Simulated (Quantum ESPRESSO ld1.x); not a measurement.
All-electron atom: Er in [Kr] 4d10 4f12 5p6 6s2 5d2 (not the ground configuration). Method: Dirac Kohn-Sham, PBE, spin-unpolarised, spherical densities, point nucleus; open shells fill j = l - 1/2 first; computed with ld1.x of Quantum ESPRESSO 7.5.

Normalised radial functions P(r) = r R(r) (large component), r in bohr:

| r | 5s1/2 | 5p3/2 | 4f7/2 |
|---|---|---|---|
| 0.001 | 0.0502 | 0.0007 | 0.0000 |
| 0.001366 | 0.0640 | 0.0013 | 0.0000 |
| 0.001852 | 0.0802 | 0.0024 | 0.0000 |
| 0.00253 | 0.0996 | 0.0043 | 0.0000 |
| 0.003429 | 0.1206 | 0.0075 | 0.0000 |
| 0.004684 | 0.1424 | 0.0131 | 0.0000 |
| 0.006349 | 0.1604 | 0.0222 | 0.0000 |
| 0.008673 | 0.1692 | 0.0375 | 0.0000 |
| 0.01175 | 0.1595 | 0.0606 | 0.0001 |
| 0.01606 | 0.1193 | 0.0951 | 0.0002 |
| 0.02176 | 0.0417 | 0.1392 | 0.0007 |
| 0.02973 | -0.0750 | 0.1886 | 0.0022 |
| 0.0403 | -0.1974 | 0.2224 | 0.0063 |
| 0.05505 | -0.2671 | 0.2077 | 0.0176 |
| 0.07461 | -0.1990 | 0.1081 | 0.0448 |
| 0.1019 | 0.0405 | -0.0848 | 0.1072 |
| 0.1381 | 0.3152 | -0.2762 | 0.2269 |
| 0.1887 | 0.3548 | -0.2966 | 0.4328 |
| 0.2558 | -0.0076 | -0.0295 | 0.7030 |
| 0.3494 | -0.4894 | 0.3665 | 0.9766 |
| 0.4735 | -0.4756 | 0.4591 | 1.1234 |
| 0.6418 | 0.1631 | 0.0521 | 1.0778 |
| 0.8768 | 0.8804 | -0.5841 | 0.8703 |
| 1.188 | 1.0505 | -0.9365 | 0.6079 |
| 1.623 | 0.7039 | -0.8298 | 0.3597 |
| 2.2 | 0.2898 | -0.4789 | 0.1822 |
| 3.006 | 0.0674 | -0.1771 | 0.0753 |
| 4.073 | 0.0085 | -0.0415 | 0.0256 |
| 5.565 | 0.0004 | -0.0050 | 0.0061 |
| 7.542 | 0.0000 | -0.0003 | 0.0010 |
| 10.3 | 0.0000 | 0.0000 | 0.0001 |

5s1/2 (empty): eigenvalue -58.158 eV, 4 radial nodes at r = 0.0246, 0.0976, 0.255, 0.603 bohr, <r> = 1.23 bohr, 90 % of the charge inside 1.78 bohr. 5p3/2: eigenvalue -30.149 eV, 3 radial nodes at r = 0.0900, 0.262, 0.659 bohr, <r> = 1.48 bohr, 90 % of the charge inside 2.17 bohr. 4f7/2: eigenvalue -9.854 eV, 0 radial nodes, <r> = 0.796 bohr, 90 % of the charge inside 1.37 bohr.
